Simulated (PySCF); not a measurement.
The same groups moved round the core (butadiene fluoro). Gas-phase values, no solvent. One relaxed conformer stands for each flexible species; it need not be the lowest. Strings in code marks are SMILES.

The S1 excitation (TDA) from two functionals at the same geometries (TPSSh-D3(BJ)/def2-TZVP), both in PySCF: PBE-D3(BJ)/def2-TZVP and TPSSh-D3(BJ)/def2-TZVP. Excitations are Tamm–Dancoff values on a coarser integration grid. The basis has no diffuse functions, so Rydberg states are missing or too high.

```
species                             PBE-D3(BJ)/def2-TZVP (eV)  TPSSh-D3(BJ)/def2-TZVP (eV)
----------------------------------  -------------------------  ---------------------------
`C(F)(=C)C=C` (C–C–C–F torsion 0°)                       5.82                         6.12
`C=C/C=C/F` (C–C–C–C torsion 180°)                       6.16                         6.34
`C=C/C=C\F` (C–C–C–C torsion 180°)                       5.95                         6.18
```

Over these rows, drawn at random from the members with no instability flagged (it was tested for open shells, ions and some series alone), PBE minus TPSSh-D3(BJ): mean -0.24 eV, from -0.30 eV to -0.18 eV.
